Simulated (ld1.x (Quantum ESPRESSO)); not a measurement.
Transferability test, TM potential for C

C, norm-conserving Troullier–Martins (Kleinman–Bylander form), made with ld1.x (Quantum ESPRESSO) 7.5 (LDA (PZ), scalar-relativistic). Core [He], reference 2s1.75 2p2.25. Waves: 2s (bound): rc 1.25 bohr; 2p (bound): rc 1.75 bohr; 3d channel at 0.45 Ry: rc 1.75 bohr. Local part: all-electron potential smoothed inside 1.55 bohr (lloc = -1). Core correction: a·sin(br)/r model core, default radius (core density twice the valence density).

Energies are relative to the spin-unpolarised reference configuration 2s1.75 2p2.25; without spin polarisation the order of configurations can differ from experiment. Spin-polarised rows fill each open shell by Hund’s rule, majority spin first.

| valence configuration | charge | ΔE all-electron (eV) | error AE − PS (meV) |
| --- | --- | --- | --- |
| 2s2 2p2 | 0 | -2.057 | +0.4 |
| 2s2 2p1 | +1 | 8.931 | +21 |
| 2s2 2p0 | +2 | 33.190 | +177 |
| 2s2 2p2.3 | -0.3 | -3.256 | -0.2 |
| 2s1 2p3 | 0 | 6.184 | +3.6 |
| 2s0 2p4 | 0 | 14.460 | +21 |
| 2s2 2p1.5 | +0.5 | 1.972 | +4.7 |
| 2s1.75 2p2.25 (spin-polarised) | 0 | -1.825 | +51 |
| 2s2 2p2 (spin-polarised) | 0 | -3.185 | +30 |

Levels in the configuration 2s2 2p0:

```json
{"level": "2s", "all-electron (eV)": "-40.172", "pseudo (eV)": "-40.033"}
```
